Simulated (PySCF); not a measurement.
Correlation energy of Te⁺ (tellurium, charge +1)

[Kr] 4d10 5s2 5p3, high-spin 4S determinant. Calculation: PySCF 2.14, in ANO-RCC-VTZP; scalar relativity by spin-free X2C-1e. Frozen: [Kr] 4d10; 5 electrons correlated.

```
  level  correlation energy (mhartree)
   CCSD                         -73.45
    (T)                          -2.12
CCSD(T)                         -75.57
```

Diagnostics: T1 = 0.0018, D1 = 0.0048, largest double amplitude 0.056.

Cost of the coupled-cluster step: about 1.3 core-seconds, for 5 correlated electrons.
